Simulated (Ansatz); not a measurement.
Relaxation of BrH7Si2 (10 atoms, charge 0, multiplicity 1), to a largest force component of 0.03 eV/Å in at most 50 steps.

Theory: RKS PBE-D4/def2-SVP in Ansatz.

```xyz
10
Properties=species:S:1:pos:R:3
Si -0.442 0.190 -0.392
Si -0.182 -0.238 3.003
H -0.499 -0.796 4.363
H 1.109 -0.837 2.517
H -0.040 1.252 3.095
H 0.428 0.957 0.554
H -0.150 0.613 -1.799
H -0.244 -1.287 -0.235
Br -2.635 0.703 0.025
H -1.279 -0.557 2.069
```

Task: Where does it end, and by what steps?

Result: The run converged. After 4 steps the energy has fallen by 0.136 eV; Br9 moved furthest, 0.36 Å.

| step | energy less start (eV) | largest force component (eV/Å) | accepted |
| --- | --- | --- | --- |
| 0 | 0.0000 | 0.616 | yes |
| 1 | -0.1117 | 0.146 | yes |
| 2 | -0.1346 | 0.083 | yes |
| 3 | -0.1347 | 0.117 | yes |
| 4 | -0.1362 | 0.016 | yes |

```xyz
10
Properties=species:S:1:pos:R:3
Si -0.496 0.250 -0.687
Si -0.139 -0.288 3.303
H -0.397 -0.829 4.681
H 1.135 -0.877 2.766
H -0.011 1.208 3.364
H 0.352 1.013 0.288
H -0.140 0.640 -2.091
H -0.309 -1.225 -0.493
Br -2.648 0.765 -0.329
H -1.281 -0.655 2.398
```

Whether the end is a true minimum wasn't checked by a vibrational analysis.

Run time: 15 s on 2 threads of AMD EPYC 7R43 64-Core Processor (Zen 3), on a shared host, peak memory 0.16 GiB.
